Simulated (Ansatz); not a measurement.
Mulliken charges of CH6S2Si (`C[SiH](S)S`) from r2SCAN/def2-TZVPP in Ansatz (PBE0-D4/def2-TZVP geometry).

| atom | x (Å) | y (Å) | z (Å) | charge (e) |
| --- | --- | --- | --- | --- |
| C1 | -1.093 | 0.706 | -0.658 | -0.303 |
| Si2 | 0.068 | -0.568 | 0.041 | 0.467 |
| S3 | 0.127 | -0.195 | 2.146 | -0.284 |
| S4 | 2.013 | -0.523 | -0.845 | -0.279 |
| H5 | -2.084 | 0.610 | -0.206 | 0.089 |
| H6 | -0.723 | 1.715 | -0.466 | 0.079 |
| H7 | -1.187 | 0.572 | -1.737 | 0.085 |
| H8 | -0.388 | -1.949 | -0.254 | -0.078 |
| H9 | 1.052 | -1.136 | 2.395 | 0.115 |
| H10 | 2.297 | 0.718 | -0.412 | 0.109 |

Q: By hand: the dipole of these point charges (1 e Å = 4.8032 D).

A: Σ q r = (-0.177, 0.060, -0.108) e Å, of length 0.216 e Å = 1.04 D.

Q: How does the dipole of the full density compare? (Estimate.)

A: Ansatz gave: (-0.102, 0.131, -0.069) e Å, 0.86 D; the point charges give 1.21 times that, at 31° from its direction.

Point charges leave out the atoms' own dipoles, such as those of lone pairs, and Mulliken's split depends on the basis, so the two needn't agree.
